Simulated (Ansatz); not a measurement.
## Worked example: C2H7BS + B(SH)3 → C2H7BS2 + BH(SH)2

Species: C2H7BS `CCBS`, singlet; B(SH)3, singlet; C2H7BS2 `CCB(S)S`, singlet; BH(SH)2, singlet. The partners trade H for SH; both sit on B, so the bond types are kept.

Shapes, held fixed at every level: PBE0-D4/def2-TZVP. Flexible molecules stand in one conformer, not always the lowest. Programs: Ansatz 0.2.0. The zero-point and thermal change to 298 K, harmonic and unscaled (PBE0-D4/def2-TZVP), is +1.0 kJ/mol.

At CCSD(T)/CBS estimate; 1 Eh = 2625.50 kJ/mol:

| species | energy (Eh) |
| --- | --- |
| C2H7BS | -502.917836 |
| B(SH)3 | -1220.010074 |
| C2H7BS2 | -900.735037 |
| BH(SH)2 | -822.200004 |

Work out ΔH(298 K) of the reaction at this level.


1. Products less reactants: (-900.735037) + (-822.200004) − [(-502.917836) + (-1220.010074)] = -0.007131 Eh = -18.7 kJ/mol.
2. With the thermal change: -18.7 + (+1.0) = -17.7 kJ/mol.

Other levels give -21.9 (CCSD(T)/def2-SVP) to -15.4 kJ/mol (HF/def2-TZVPP). No measured value is set beside it here. The CBS estimate extrapolates MP2 from def2-TZVPP and def2-QZVPP and adds CCSD(T) − MP2 in the triple-zeta set, cores frozen.
